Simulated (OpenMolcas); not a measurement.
## Ions of charge +2 along the 3d row with 6 chloride ligands in octahedral coordination

- Program: OpenMolcas 26.06
- Method: SS-CASPT2, IPEA 0.25 Eh, imaginary shift 0.1 Eh
- Spin-orbit coupling: state interaction with AMFI integrals over the reference wave functions

The d shell is active; CASPT2 correlates the ligand valence shells and the outer metal core. Anionic complexes are neutralised by point charges behind the ligands. Distances were set from a Shannon-type radius of the metal (high-spin where two are listed) plus a fixed donor radius (Cl 1.76 Å). Ligand basis ANO-RCC-VDZP, DKH2 Hamiltonian. States (labels of O, the rotations of Oh). Energies in cm-1 above the lowest state or level, χT in cm3 K/mol; under a threefold ground state the first gap can be a small split of the lowest multiplet, not the spin-orbit step; 10Dq is the gap between the two states. Spin-only χT is S(S+1) / 2 for the spin of the ground state.

```
 Ion  Shell  R (Å)   Metal basis  Outer charge (e at Å behind ligand)  Ground state  First state of that spin  10Dq  First gap with spin-orbit (degeneracies)  χT at 300 K  First state of another spin  Spin-only χT
Ti2+    3d2   2.62  ANO-RCC-VTZP                          0.67 at 2.6           3T1                  3T2 5680                                        5 (2, 3)        1.121                     1T2 8110         1.000
 V2+    3d3   2.55  ANO-RCC-VDZP                          0.67 at 2.6           4A2                  4T2 6150                                     6080 (4, 2)        1.839                     2E 12750         1.875
Cr2+    3d4   2.56  ANO-RCC-VTZP                          0.67 at 2.4            5E                  5T2 5400                                        7 (1, 3)        2.931                    3T1 13450         3.000
Mn2+    3d5   2.59  ANO-RCC-VDZP                          0.67 at 2.8           6A1                                                              25540 (6, 2)        4.386              2S+1 = 4: 25580         4.375
Fe2+    3d6   2.54  ANO-RCC-VDZP                          0.67 at 3.2           5T2                   5E 4740                                      190 (3, 2)        4.184                    3T1 17130         3.000
Co2+    3d7    2.5  ANO-RCC-VTZP                          0.67 at 2.6           4T1                  4T2 4650                                      360 (2, 4)        3.731                     2E 13720         1.875
Ni2+    3d8   2.45  ANO-RCC-VDZP                          0.67 at 2.8           3A2                  3T2 5250                                     4900 (3, 2)        1.574                     1E 12430         1.000
Cu2+    3d9   2.49  ANO-RCC-VDZP                          0.67 at 2.6            2E                  2T2 4660  4659                               4020 (4, 2)        0.680                                      0.375
```

The rows also differ in their metal basis and outer charges, so part of each step comes from that.

Every ion keeps the highest spin of its shell. χT departs most from the spin-only value for Co2+, by +1.856 cm3 K/mol.

Roots that are degenerate in the reference are averaged as groups; the widest CASPT2 spread within a group is 600 cm-1 (the 3-fold group of multiplicity 4 near 9990 cm-1 above the lowest state of its run, V2+). Shifts and gaps below about the spread of the groups concerned are not significant. Over all roots computed the reference weight is 0.66 to 0.68 in Ti2+, 0.67 to 0.68 in V2+, 0.66 to 0.68 in Cr2+, 0.67 to 0.68 in Mn2+, 0.65 to 0.68 in Fe2+, 0.65 to 0.67 in Co2+, 0.66 to 0.67 in Ni2+; a low but even weight reflects the number of correlated electrons. Ligand-to-metal charge-transfer states are missing. Free-ion shares, where given, are those of the reference states; single-state CASPT2 does not remix them. An orbital triplet at a regular site is open to Jahn-Teller coupling, which can distort the site and quench the lowest spin-orbit gaps and is left out (holds for Ti2+; Fe2+; Co2+). These CASPT2 states fit no ligand-field parameters well, so their order and spin gaps are uncertain (holds for Ti2+; V2+; Cr2+; Mn2+; Fe2+; Co2+; Ni2+). With no ligand orbital active B as a rule stays too high, so bands that hang on it stand too high and its fall with covalency is understated (holds for Ti2+; V2+; Cr2+; Mn2+). With one d shell and no ligand orbital active, 10Dq can be off by tens of per cent for divalent 3d ions, low with halides held by bare charges and at times high in hosts (holds for Ti2+; V2+; Cr2+; Mn2+; Fe2+; Co2+). An orbital doublet at a regular site is open to a Jahn-Teller distortion, which this geometry leaves out (holds for Cr2+; Cu2+). A single d shell leaves out the double-shell effect, which counts most for late 3d ions, where the CASPT2 field can be off either way by tens of per cent (holds for Fe2+; Co2+; Ni2+; Cu2+). For late 3d ions with one d shell CASPT2 can put B and the spin-flip bands somewhat low as well as high (holds for Fe2+; Co2+; Ni2+). With one d shell and no ligand orbital active, 10Dq can be off by tens of per cent for divalent 3d ions, low with halides held by bare charges and at times high in hosts, and the orbital part of g and χT goes as 1/10Dq (holds for Ni2+; Cu2+). A group larger than the point group allows holds several states that coincide in this model. No measured value stands beside these numbers; the geometry is a model, was not optimised and need not be the one that this ion takes.

A state without a sure symmetry label is named by its multiplicity alone.
